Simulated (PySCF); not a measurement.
C4H7BO2, SMILES C=C=COB(C)O.

Geometry: B3LYP-D3(BJ)/def2-SVP. The structure was generated by enumeration, and PubChem lists no compound with its InChIKey, so it may never have been made. The values are those of a single conformer.

These are TDA-CAM-B3LYP/def2-SVPD in PySCF 2.14.0 values and carry that method's errors.

Vertical excitations. Gas-phase values at a fixed geometry.

Computed excitation energies, oscillator strengths and character:
```
state  energy (eV)  λ (nm)      f                                          main pairs
-----  -----------  ------  -----  --------------------------------------------------
S1            5.04     246  0.001                    HOMO→LUMO+1 77 %, HOMO→LUMO 20 %
S2            6.43     193  0.008  HOMO→LUMO 61 %, HOMO→LUMO+3 20 %, HOMO→LUMO+1 12 %
S3            6.67     186  0.001                                  HOMO−1→LUMO+2 83 %
S4            7.07     175  0.011                    HOMO→LUMO+3 71 %, HOMO→LUMO 14 %
S5            7.15     173  0.638                                    HOMO→LUMO+2 87 %
S6            7.53     165  0.276                HOMO−1→LUMO 45 %, HOMO−1→LUMO+3 42 %
T1            4.31     288      0                HOMO→LUMO+2 61 %, HOMO−1→LUMO+1 18 %
T2            4.58     271      0                HOMO−1→LUMO+1 63 %, HOMO→LUMO+2 18 %
```
Triplets are in the Tamm–Dancoff approximation.
